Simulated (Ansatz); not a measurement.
This geometry of AlH$_{9}$N$_{2}$O$_{2}$Si (15 atoms, charge 0, multiplicity 1) is a first-order saddle point.

Level of theory: RKS LDA/def2-SVP (Ansatz).

```xyz
15
Properties=species:S:1:pos:R:3
Al 0.083 0.255 0.090
O -0.551 0.158 1.867
H -1.491 -0.063 2.009
O 1.536 -0.647 0.087
H 2.041 -0.789 -0.729
N -1.160 0.109 -1.178
H -1.359 -0.735 -1.719
H -1.802 0.862 -1.444
N 0.230 2.085 0.676
H 1.187 2.358 0.945
Si -0.669 3.346 -0.129
H -2.065 2.814 -0.342
H -0.760 4.600 0.704
H -0.099 3.728 -1.473
H -0.357 1.281 1.693
```

(1) Which two structures does it join? (They come from a converged band through this point; their orientation in space is the band's.)

(2) How far does it lie above each of them?

Answers

(1) Bonds broken: O2–H3, N9–H15. Bonds formed: O2–H15, H3–N6.

Initial state:

```xyz
15
Properties=species:S:1:pos:R:3
Al -0.027 0.213 0.349
O -0.497 -0.297 1.922
H -0.827 -1.189 2.111
O 1.129 -0.598 -0.625
H 1.895 -1.061 -0.253
N -1.379 0.870 -0.770
H -2.359 0.699 -0.506
H -1.281 0.630 -1.768
N 0.431 2.070 0.672
H 1.374 2.402 0.416
Si -0.850 2.924 -0.405
H -0.554 2.977 -1.885
H -2.245 3.045 0.163
H -0.339 4.335 -0.025
H 0.294 2.342 1.661
```

Final state:

```xyz
15
Properties=species:S:1:pos:R:3
Al 0.314 0.574 0.472
O -0.334 0.102 2.009
H -1.905 -0.473 0.228
O 1.608 -0.339 -0.207
H 1.943 -1.126 0.249
N -1.344 0.037 -0.474
H -1.174 -0.559 -1.296
H -1.854 0.897 -0.760
N 0.460 2.323 -0.014
H 1.424 2.653 -0.147
Si -0.765 3.466 -0.356
H -2.042 2.687 -0.672
H -1.168 4.416 0.752
H -0.473 4.320 -1.569
H 0.074 0.387 2.842
```

(2) 0.75 eV above the first and 0.85 eV above the second. This is the barrier of this one path; another mechanism may lie lower. The orbitals stay closed-shell, which can raise the energy where a bond breaks towards radicals; this wasn't checked here.

The run took 4.6 min on 4 threads of Arm Neoverse V1, on a shared host, peak memory 0.21 GiB.
